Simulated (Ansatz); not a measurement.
Several settings on one geometry of the cluster B2Sb (that of the charge 0 doublet, r2SCAN-D4/def2-TZVP). Ansatz on 2 threads of Intel Xeon 6975P-C on a shared host; times are rough.

```xyz
3

B    -0.252    0.982    0.041
B    -0.937   -0.384   -0.054
Sb    1.189   -0.598    0.013
```

Totals from different functionals, basis sets or treatments of relativity can't be compared as stabilities.

DK, ANO-RCC and x2c sets are all-electron and run with scalar relativity unless a key says otherwise. In the def2 sets Sb takes a core potential; there is no spin–orbit coupling.

(1) Give the basis size and estimate the energy, ⟨S²⟩ and time of these runs.

```tsv
run	method	charge	state	further keys
1	ROKS r2SCAN50-D4/def2-TZVP	0	doublet	–
2	UKS ωPBEh/STO-3G	0	doublet	accuracy: high; scf: {omitted_lower_state_checks: [starts]}
3	UKS revPBE/STO-3G	0	doublet	accuracy: high; scf: {omitted_lower_state_checks: [starts]}; forces asked
4	UKS revPBE0-D4/def2-TZVP	0	doublet	–
5	UKS PBE0-D3(BJ)-ATM/ANO-RCC-VTZP	0	doublet	scf: {omitted_lower_state_checks: [starts]}; forces asked
6	UKS BHLYP-D4/def2-SVPD	0	doublet	accuracy: high; scf: {omitted_lower_state_checks: [starts]}; forces asked
7	UKS r2SCAN-D3(BJ)-ATM/def2-TZVP	0	doublet	scf: {omitted_lower_state_checks: [starts]}
```

Answers

(1) 
| run | functions | energy (Eh) | ⟨S²⟩ | wall time |
| --- | --- | --- | --- | --- |
| 1 | 112 | -289.7732 | – | 7 s |
| 2 | 37 | -6301.8832 | 0.96 | 1.6 s |
| 3 | 37 | -6301.9540 | 0.85 | 1.2 s |
| 4 | 112 | -289.8299 | 0.91 | 2.2 s |
| 5 | 128 | -6529.9033 | 0.89 | 9.5 s |
| 6 | 72 | -289.6406 | 0.95 | 5.5 s |
| 7 | 112 | -289.8612 | 0.93 | 3.1 s |

At UKS ωPBEh/STO-3G, UKS revPBE0-D4/def2-TZVP, UKS PBE0-D3(BJ)-ATM/ANO-RCC-VTZP, UKS BHLYP-D4/def2-SVPD and others the charge 0 doublet is spin-contaminated (final ⟨S²⟩ up to 0.96, 0.75 for a pure state).
